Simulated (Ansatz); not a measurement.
`[SiH3]O[SiH](Cl)Cl` + H₂S → `S[SiH](Cl)Cl` + silanol at 400 K and 1 bar (ligand exchange at the Si–O bond).

Isolated molecules relaxed with PBE0-D4/def2-TZVP in Ansatz; ΔE leaves out vibrations. CCSD(T)/CBS is the MP2 limit (def2-TZVPP, def2-QZVPP) plus CCSD(T) − MP2 in def2-TZVPP, frozen cores. This one scheme is used for every species. One conformer a species, not always the lowest.

```
             species  CCSD(T)/CBS energy (Eh)  H − E (kJ/mol)  S (J/(mol·K))
`[SiH3]O[SiH](Cl)Cl`              -1575.48976           148.0          431.4
                 H₂S               -398.97279            53.4          215.9
      `S[SiH](Cl)Cl`              -1607.74509            85.7          363.7
           `O[SiH3]`               -366.69042           120.0          276.4
```

H − E and S are ideal-gas, rigid-rotor, harmonic terms from PBE0-D4/def2-TZVP, for one conformer and one mirror image of each species. 1 Eh = 2625.50 kJ/mol, R = 8.31446 J/(mol·K).

Task: By hand: ΔE, ΔH, ΔS and ΔG.

Result: ΔE = (-1607.74509) + (-366.69042) − (-1575.48976) − (-398.97279) = 0.02704 Eh = 71.0 kJ/mol. Δ(H − E) = 85.7 + 120.0 − 148.0 − 53.4 = 4.3, so ΔH = 75.3 kJ/mol. ΔS = 363.7 + 276.4 − 431.4 − 215.9 = -7.2 J/(mol·K). ΔG = 75.3 − 400 × (-7.2)/1000 = 78.2 kJ/mol.

Task: By hand: the equilibrium constant, and the temperature at which ΔG would vanish if ΔH and ΔS stayed fixed.

Result: log₁₀ K = −ΔG/(RT ln 10) = -10.2. ΔH and −TΔS have one sign here, so there is no such temperature.

The number of gas molecules stays the same, so ΔS is small and ΔH decides. A doubt of 5 kJ/mol in ΔE shifts log₁₀ K by 0.7 here. Other conformers and mirror images would add mixing entropy, several J/(mol·K) or more a flexible species. Modes under 60 cm⁻¹, often nearly free rotors, make the harmonic entropy too high. These are equilibria of isolated gas molecules and say nothing of rates. Largest T1 diagnostic: 0.011 (customary marks: 0.02 for closed shells, 0.045 for open ones).

ΔS is within the doubt of such terms, so its sign, and with it that verdict, could turn.
